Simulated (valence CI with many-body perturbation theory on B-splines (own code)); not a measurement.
## Pt VI: electric-dipole lines

Computed by relativistic CI+MBPT: five valence electrons over a frozen Dirac-Fock core [Xe] 4f14, a basis of 7 s, 7 p, 8 d, 6 f, 4 g, 1 h functions for each j, with the one-electron correlation potential Σ1, the two-electron term Σ2, the three-electron term Σ3, Breit, model QED; selected CI, second order for the rest (own B-spline code, finite nucleus).

No measured levels were compared; by estimate terms of the open shell hold to 2 to 4 % of their energy, and close levels can change places; different configurations can be misplaced against each other by 1,000 to 8,000 cm⁻¹. Among the levels kept, up to 2100 cm⁻¹ of a level comes from second order outside the variational space, and about a tenth of that is noise between levels of different J, which matters for small intervals.

Lines 101 to 150 of 553 in falling wavelength, among levels below 267030 cm⁻¹, chosen from the strongest by gf and those to the six lowest levels. Wavelengths and rates use the calculated energies, so an error of 2000 cm⁻¹ moves a line at 119.9 nm by 2.4 % and its rate by three times that or more. Electric multipoles are in the length gauge, E1 and E2 with the static RPA response of the core. Weak lines are less certain than strong ones. Lines between different terms over intervals too small for the method are left out, as are lines whose strength nearly cancels. Where a level lies close to another of its J and parity, the split of strength between their lines is uncertain. The highest levels of a list are the least certain.

Levels are named by their leading jj configuration (3d3/2^4 stands for four electrons in 3d with j = 3/2), which in mixed levels can hold well under half, so a name can repeat and another be missing. Letters in brackets count levels of one name in rising energy.

| λ vac (nm) | Upper | Lower | A (s⁻¹) | log gf | Branch % |
| --- | --- | --- | --- | --- | --- |
| 119.9 | (5d3/2^2 5d5/2^2 6p3/2) J=13/2 [b] | (5d3/2 5d5/2^3 6s) J=11/2 [b] | 1.77e+08 | -0.27 | 2.1 |
| 119.8 | (5d3/2^2 5d5/2^2 6p1/2) J=7/2 [b] | (5d3/2^2 5d5/2^2 6s) J=9/2 [a] | 1.83e+08 | -0.50 | 5.4 |
| 119.6 | (5d3/2^2 5d5/2^2 6p1/2) J=3/2 [a] | (5d3/2^2 5d5/2^2 6s) J=5/2 [a] | 7.35e+08 | -0.20 | 21.4 |
| 119.1 | (5d3/2^2 5d5/2^2 6p1/2) J=7/2 [d] | (5d3/2^2 5d5/2^2 6s) J=9/2 [b] | 1.67e+08 | -0.55 | 3.3 |
| 119.0 | (5d3/2^2 5d5/2^2 6p1/2) J=7/2 [b] | (5d3/2^3 5d5/2 6s) J=5/2 | 1.98e+08 | -0.47 | 5.9 |
| 118.4 | (5d3/2 5d5/2^3 6p1/2) J=5/2 [a] | (5d3/2^2 5d5/2^2 6s) J=7/2 [d] | 2.24e+08 | -0.55 | 3.2 |
| 118.3 | (5d3/2^2 5d5/2^2 6p1/2) J=5/2 [d] | (5d3/2^2 5d5/2^2 6s) J=3/2 [a] | 2.06e+08 | -0.59 | 3.5 |
| 118.0 | (5d3/2^2 5d5/2^2 6p1/2) J=11/2 [c] | (5d3/2^2 5d5/2^2 6s) J=13/2 | 4.07e+08 | 0.01 | 5.7 |
| 117.8 | (5d3/2^2 5d5/2^2 6p1/2) J=11/2 [a] | (5d3/2^2 5d5/2^2 6s) J=9/2 [a] | 1.84e+08 | -0.34 | 9.8 |
| 117.7 | (5d3/2^3 5d5/2 6p1/2) J=9/2 | (5d3/2^2 5d5/2^2 6s) J=7/2 [a] | 1.29e+08 | -0.57 | 9.5 |
| 117.5 | (5d3/2^3 5d5/2 6p1/2) J=7/2 [b] | (5d3/2^3 5d5/2 6s) J=9/2 | 9.16e+08 | 0.18 | 12.6 |
| 117.4 | (5d3/2 5d5/2^3 6p1/2) J=7/2 [b] | (5d3/2^2 5d5/2^2 6s) J=7/2 [d] | 1.44e+08 | -0.62 | 2.6 |
| 117.3 | (5d3/2^2 5d5/2^2 6p3/2) J=11/2 [a] | (5d3/2 5d5/2^3 6s) J=13/2 | 1.32e+08 | -0.49 | 1.4 |
| 116.9 | (5d3/2^2 5d5/2^2 6p1/2) J=9/2 [c] | (5d3/2^2 5d5/2^2 6s) J=7/2 [b] | 1.48e+08 | -0.52 | 5.9 |
| 116.9 | (5d3/2^2 5d5/2^2 6p1/2) J=5/2 [b] | (5d3/2^2 5d5/2^2 6s) J=7/2 [a] | 8.48e+08 | 0.02 | 13.7 |
| 116.3 | (5d3/2^2 5d5/2^2 6p3/2) J=9/2 [b] | (5d3/2 5d5/2^3 6s) J=11/2 [a] | 1.20e+08 | -0.61 | 2.1 |
| 115.7 | (5d3/2^2 5d5/2^2 6p1/2) J=9/2 [d] | (5d3/2^2 5d5/2^2 6s) J=11/2 [a] | 1.08e+08 | -0.66 | 2.7 |
| 115.3 | (5d3/2^3 5d5/2 6p1/2) J=7/2 [a] | (5d3/2^2 5d5/2^2 6s) J=5/2 [a] | 2.18e+08 | -0.46 | 14.3 |
| 115.1 | (5d3/2 5d5/2^3 6p1/2) J=9/2 [a] | (5d3/2^2 5d5/2^2 6s) J=9/2 [b] | 1.56e+08 | -0.51 | 4.1 |
| 114.0 | (5d3/2^2 5d5/2^2 6p1/2) J=5/2 [a] | (5d3/2^3 5d5/2 6s) J=3/2 [a] | 2.69e+08 | -0.50 | 17.9 |
| 114.0 | (5d3/2^3 5d5/2 6p1/2) J=3/2 | (5d3/2^4 6s) J=1/2 | 2.81e+08 | -0.66 | 18.6 |
| 113.9 | (5d3/2^3 5d5/2 6p3/2) J=5/2 [c] | (5d3/2^2 5d5/2^2 6s) J=7/2 [c] | 1.84e+08 | -0.67 | 1.8 |
| 113.8 | (5d3/2^3 5d5/2 6p3/2) J=5/2 [b] | (5d3/2^2 5d5/2^2 6s) J=7/2 [b] | 2.91e+08 | -0.47 | 4.1 |
| 113.6 | (5d3/2 5d5/2^3 6p1/2) J=9/2 [c] | (5d3/2 5d5/2^3 6s) J=7/2 [b] | 1.23e+08 | -0.62 | 1.1 |
| 113.1 | (5d3/2^2 5d5/2^2 6p3/2) J=9/2 [g] | (5d3/2^2 5d5/2^2 6s) J=7/2 [e] | 1.12e+08 | -0.67 | 1.9 |
| 112.4 | (5d3/2 5d5/2^3 6p1/2) J=3/2 [a] | (5d3/2^2 5d5/2^2 6s) J=1/2 [b] | 3.01e+08 | -0.64 | 5.4 |
| 112.1 | (5d3/2^2 5d5/2^2 6p3/2) J=7/2 [b] | (5d3/2^2 5d5/2^2 6s) J=9/2 [d] | 1.63e+08 | -0.61 | 2.3 |
| 111.9 | (5d3/2 5d5/2^3 6p1/2) J=11/2 [a] | (5d3/2^2 5d5/2^2 6s) J=9/2 [c] | 1.51e+08 | -0.47 | 3.1 |
| 110.9 | (5d3/2^2 5d5/2^2 6p3/2) J=5/2 [b] | (5d3/2^2 5d5/2^2 6s) J=3/2 [c] | 2.00e+08 | -0.66 | 2.8 |
| 110.8 | (5d3/2 5d5/2^3 6p3/2) J=7/2 [a] | (5d3/2 5d5/2^3 6s) J=9/2 [a] | 2.69e+08 | -0.40 | 4.5 |
| 110.7 | (5d3/2^2 5d5/2^2 6p3/2) J=9/2 [a] | (5d3/2^2 5d5/2^2 6s) J=11/2 [b] | 2.42e+08 | -0.35 | 2.2 |
| 110.6 | (5d3/2 5d5/2^3 6p1/2) J=3/2 [b] | (5d3/2^2 5d5/2^2 6s) J=5/2 [e] | 3.82e+08 | -0.55 | 3.4 |
| 110.5 | (5d3/2 5d5/2^3 6p1/2) J=13/2 | (5d3/2^2 5d5/2^2 6s) J=11/2 [b] | 2.42e+08 | -0.21 | 9.0 |
| 109.3 | (5d3/2 5d5/2^3 6p1/2) J=9/2 [c] | (5d3/2 5d5/2^3 6s) J=7/2 [a] | 2.77e+08 | -0.30 | 2.5 |
| 108.5 | (5d3/2 5d5/2^3 6p3/2) J=9/2 | (5d3/2 5d5/2^3 6s) J=11/2 [b] | 1.47e+08 | -0.59 | 2.6 |
| 107.9 | (5d3/2^2 5d5/2^2 6p1/2) J=7/2 [e] | (5d3/2^2 5d5/2^2 6s) J=5/2 [b] | 2.57e+08 | -0.45 | 2.3 |
| 107.8 | (5d3/2 5d5/2^3 6p1/2) J=7/2 [b] | (5d3/2^2 5d5/2^2 6s) J=5/2 [c] | 4.23e+08 | -0.23 | 7.6 |
| 107.4 | (5d3/2 5d5/2^3 6p3/2) J=9/2 | (5d3/2 5d5/2^3 6s) J=9/2 [a] | 1.75e+08 | -0.52 | 3.1 |
| 107.3 | (5d3/2^2 5d5/2^2 6p3/2) J=7/2 [c] | (5d3/2^2 5d5/2^2 6s) J=7/2 [d] | 1.68e+08 | -0.63 | 1.8 |
| 106.8 | (5d3/2^2 5d5/2^2 6p3/2) J=11/2 [d] | (5d3/2 5d5/2^3 6s) J=13/2 | 1.26e+08 | -0.59 | 1.3 |
| 106.6 | (5d3/2^3 5d5/2 6p3/2) J=9/2 | (5d3/2^2 5d5/2^2 6s) J=7/2 [b] | 3.12e+08 | -0.27 | 2.5 |
| 106.6 | (5d3/2^3 5d5/2 6p3/2) J=7/2 | (5d3/2^2 5d5/2^2 6s) J=7/2 [b] | 2.01e+08 | -0.56 | 1.9 |
| 106.3 | (5d3/2 5d5/2^3 6p1/2) J=11/2 [b] | (5d3/2^2 5d5/2^2 6s) J=9/2 [b] | 5.61e+08 | 0.06 | 13.8 |
| 106.2 | (5d3/2^3 5d5/2 6p3/2) J=5/2 [b] | (5d3/2^3 5d5/2 6s) J=5/2 | 3.34e+08 | -0.47 | 4.7 |
| 105.8 | (5d3/2^2 5d5/2^2 6p3/2) J=3/2 [a] | (5d3/2^3 5d5/2 6s) J=3/2 [b] | 4.72e+08 | -0.50 | 11.8 |
| 105.3 | (5d3/2^2 5d5/2^2 6p1/2) J=5/2 [d] | (5d3/2^3 5d5/2 6s) J=3/2 [b] | 3.71e+08 | -0.43 | 6.3 |
| 105.0 | (5d3/2 5d5/2^3 6p1/2) J=7/2 [a] | (5d3/2^3 5d5/2 6s) J=5/2 | 1.70e+08 | -0.65 | 4.1 |
| 105.0 | (5d3/2^2 5d5/2^2 6p3/2) J=7/2 [f] | (5d3/2 5d5/2^3 6s) J=7/2 [a] | 2.25e+08 | -0.53 | 1.8 |
| 104.9 | (5d3/2^2 5d5/2^2 6p1/2) J=3/2 [d] | (5d3/2^3 5d5/2 6s) J=5/2 | 4.75e+08 | -0.50 | 6.2 |
| 104.1 | (5d3/2^2 5d5/2^2 6p1/2) J=3/2 [b] | (5d3/2^3 5d5/2 6s) J=1/2 | 3.87e+08 | -0.60 | 8.4 |

Question: How does gf follow from A for the line at 113.9 nm?

Answer: gf = 1.4992 × (2J+1)_upper × A / σ², with σ = 87765 cm⁻¹ and 2J+1 = 6: gf = 0.215.
